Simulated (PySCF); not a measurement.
Si(CCH)2(Cl)(H) (C₄H₃ClSi), SMILES C#C[SiH](Cl)C#C. The structure is a stationary point at B3LYP-D3(BJ)/def2-SVP.

**Question.** Give the equilibrium geometry at B3LYP-D3(BJ)/def2-SVP (PySCF confirms it by a frequency run) as a Z-matrix, and its point group. (Estimate from the structure and the level; the computed values follow.)

**Answer.** point group Cs.
```
Si
H 1 1.4799
C 1 1.8254 2 110.39
C 3 1.2167 2 148.69 1 -179.92
H 4 1.0752 2 158.38 1 -180.00
C 1 1.8254 2 110.39 3 121.47
C 6 1.2167 2 148.69 1 179.92
H 7 1.0752 2 158.38 1 180.00
Cl 1 2.0748 2 108.12 3 -119.27
```
